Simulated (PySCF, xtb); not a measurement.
WF2H4, SMILES [F][WH4][F], multiplicity 1.

GFN2-xTB in xtb 6.7.1 at its own geometry gives an orbital gap of 4.97 eV and a dipole moment of 2.31 D.

Geometry: PBE0-D3(BJ)/def2-TZVP. A frequency run showed that this geometry is not a minimum. The spin state was assumed, not searched. The structure was generated by enumeration; whether it is a known compound was not checked. The def2 effective core potentials stand for the cores of W; spin–orbit coupling is left out.

Q: What does PBE/def2-TZVPD (PySCF) give? (The exact figures need the calculation; the answer reports its results.)

A: gap 2.39 eV (levels -6.79 and -4.40 eV), dipole 0.18 D.
